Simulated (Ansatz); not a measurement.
A structure relaxed at PBE-D4/def2-SVP in Ansatz, charge 0, singlet:

```xyz
5

Bi   -1.657   -2.227   -0.812
Bi    0.230    2.860    0.332
Sn    2.042    0.700    0.103
Sn    0.637   -1.892    0.809
Sn   -1.253    0.560   -0.432
```

Task: Give its formula and point group.

Result: Sn₃Bi₂. Point group C2 (tolerance 0.1 Å).

Task: Summarise the bond lengths by kind (pairs closer than 1.2 times the sum of covalent radii, bridged metal pairs left out).

Result: 4 × Bi–Sn 2.83 to 2.84 Å; 2 × Sn–Sn 3.03 to 3.34 Å.

In the def2 sets Bi, Sn take a core potential; there is no spin–orbit coupling. The restricted singlet is unstable towards broken spin symmetry in Hartree–Fock (as tested in another run); at PBE-D4/def2-SVP this wasn't settled. Another isomer (singlet) lies 1.88 eV lower at PBE0-D4/def2-TZVP; other spin states weren't run for this one.
